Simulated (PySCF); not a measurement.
## Relaxation of singlet IOI3

Computed with PBE0/[I def2-SVP with ECP28, O def2-SVP], scalar-relativistic core potentials, density fitting, no spin–orbit coupling, PySCF. A (50,194) grid was used.

A hand-made see-saw (ligand arrangement 1) start, of Cs symmetry, held to at least that symmetry:

```xyz
5
charge 0 multiplicity 1, angstrom
I    -0.4632    0.0000   -0.5443
O    -1.9289    0.0000    0.6008
I    -0.4632    2.6499   -0.3125
I    -0.4632   -2.6499   -0.3125
I     1.6329    0.0000    1.0934
```

Optimiser trace:
| step | E − E(last) (kJ/mol) | largest gradient (Eh/bohr) |
| --- | --- | --- |
| 0 | 78.93 | 0.04567 |
| 1 | 31.11 | 0.02126 |
| 2 | 10.24 | 0.00575 |
| 3 | 5.40 | 0.00232 |
| 4 | 3.95 | 0.00250 |
| 5 | 2.51 | 0.00344 |
| 6 | 1.12 | 0.00304 |
| 7 | 0.36 | 0.00146 |
| 8 | 0.16 | 0.00083 |
| 9 | 0.09 | 0.00081 |
| 10 | 0.02 | 0.00046 |
| 11 | 0.00 | 0.00026 |
| 12 | 0.00 | 0.00010 |

It ends at Cs with I–I 2.798 Å, I–I 2.883 Å (×2), I–O 1.810 Å; I–I–I 97.0° (×2), I–I–I 159.9°, I–I–O 94.8° (×2), I–I–O 106.6° (after a last refinement on a finer grid). A frequency run shows a minimum.

The relaxation took about 4 core-minutes on a shared host.
